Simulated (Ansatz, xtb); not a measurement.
Species: RbF, net charge 0, singlet state. 
Geometry from a B3LYP-D3(BJ)/def2-TZVP (Ansatz, a program for electronic structure) optimisation:
```xyz
2

Rb     0.0000     0.0000    -0.4608
F      0.0000     0.0000     1.8945
```
Charge 0, spin multiplicity 1.

Harmonic wavenumbers from GFN2-xTB (xtb, at its own minimum), cm⁻¹: 284.

Q: Give the harmonic wavenumbers at B3LYP-D3(BJ)/def2-TZVP (Ansatz, finite differences of forces, unscaled).

A: 364 cm⁻¹. Zero-point energy 0.5 kcal/mol.

Q: From these and the geometry, give the ideal-gas thermochemistry at 298.15 K and 1 atm (rigid rotor, harmonic oscillator).

A: Point group C∞v, rotational symmetry number 1. Rotational constants 5.861, 5.861 GHz. S(trans) 39.85, S(rot) 15.83, S(vib) 1.11, S(elec, spin only) 0.00, S 56.8 cal/(mol K). H(298) - H(0) 2.29 kcal/mol; G - E(el) -14.1 kcal/mol.
